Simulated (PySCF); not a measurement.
**Bond length, frequency and bond energy of SmSi by level of theory**

State: nonet, about 5.9 electrons in the 4f shell (Mulliken), real f orbitals that mix terms. Set-up: PySCF, spin-free X2C with a Gaussian nucleus, basis sets Sm x2c-SVPall, Si x2c-SVPall. De refers to Sm (4f6 6s2) + Si in their high-spin ground configurations, without counterpoise correction. The functionals are run spin-unrestricted. A positive dipole means Sm(−)Si(+). Levels whose curve was spin-contaminated or gave no clean fit are not listed.

| Level | Re (Å) | ωe (cm⁻¹) | De (eV) | μ (D) | CPU s a point (SCF and correlation, without the integrals) |
| --- | --- | --- | --- | --- | --- |
| LDA | 2.799 | 253 | 2.24 | -4.38 | 6.1 |
| PBE | 2.849 | 239 | 1.96 | -4.71 | 6 |
| BP86 | 2.851 | 238 | 1.88 | -4.58 | 4 |
| r²SCAN | 2.853 | 237 | 2.08 | -4.39 | 7.6 |
| HSE06 | 2.884 | 232 | 1.77 | -4.78 | 14 |

**Question.** What does the gradient correction do here, going from LDA to PBE?

**Answer.** PBE less LDA: +5.0 pm in Re, -5.5 % in ωe, -0.28 eV in De. The gradient correction favours the more uneven density of free atoms, so it tends to lengthen bonds and takes away much of the overbinding of LDA; so it does here.

Spin–orbit coupling is left out, which matters for elements this heavy, above all for dissociation energies. Counting both spins, an empty level lies below a filled one in some of these solutions, because spin and occupation are held. The state is the lowest single determinant that the PBE0 search found; with open d or f shells the true ground state can be another one.

The whole job (state search and all levels along the bond) took about 18 min on 2 threads of Arm Neoverse V1 (shared host), peak memory 4.8 GiB.
